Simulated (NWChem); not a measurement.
# Total energies of disulfane (H2S2)

```
S
H 1 1.3555
S 1 2.0725 2 98.30
H 3 1.3555 1 98.30 2 -91.01
```
Charge 0, spin multiplicity 1.

The numbers come from NWChem runs, not from measurements. Structure: optimised with PBE0/def2-SVP, a minimum by its harmonic frequencies. It is one conformer; others weren't searched.

Basis set: def2-SVP (46 functions).

| method | total energy (Ha) |
|---|---|
| RHF | -795.96555 |
| MP2 | -796.22901 |
| B2PLYP | -797.03829 |
| PBE | -796.97976 |
| B3LYP | -797.36072 |
| r2SCAN | -797.27197 |
| CCSD(T) | -796.27213 |

Total energies of different functionals aren't comparable as a measure of quality: only differences taken within one method are. 

The correlated methods keep 10 core orbitals frozen. B3LYP has NWChem's definition, with VWN1-RPA local correlation. Coupled-cluster values serve here as a point of comparison, not as the truth.
